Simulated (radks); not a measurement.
Pr, configuration [Xe] 4f1 5d2 6s2 (not the ground configuration). Calculated with a radial shooting solver on a logarithmic mesh with Libxc functionals: scalar-relativistic Kohn-Sham, PBE, spin-unpolarised, spherical densities, point nucleus. Some entries of the table are withheld. Estimate them.

orbital,occ.,eigenvalue (hartree),<r> (bohr)
1s,2,-1537.248,0.02409
2s,2,-247.7541,(1)
2p,6,-221.7200,0.09056
3s,2,-53.94423,0.2724
3p,6,-45.70058,0.2705
3d,10,-34.12744,(2)
4s,2,-11.15782,(3)
4p,6,-8.45013,0.6552
4d,10,(4),0.7171
5s,2,(5),1.453
5p,6,-0.97556,1.671
4f,1,-0.45251,0.9595
6s,2,-0.14895,(6)
5d,2,-0.14749,2.639

Answer. 
(1) 2s <r> (bohr): 0.1031
(2) 3d <r> (bohr): 0.2476
(3) 4s <r> (bohr): 0.6198
(4) 4d eigenvalue (hartree): -4.57302
(5) 5s eigenvalue (hartree): -1.67111
(6) 6s <r> (bohr): 4.109
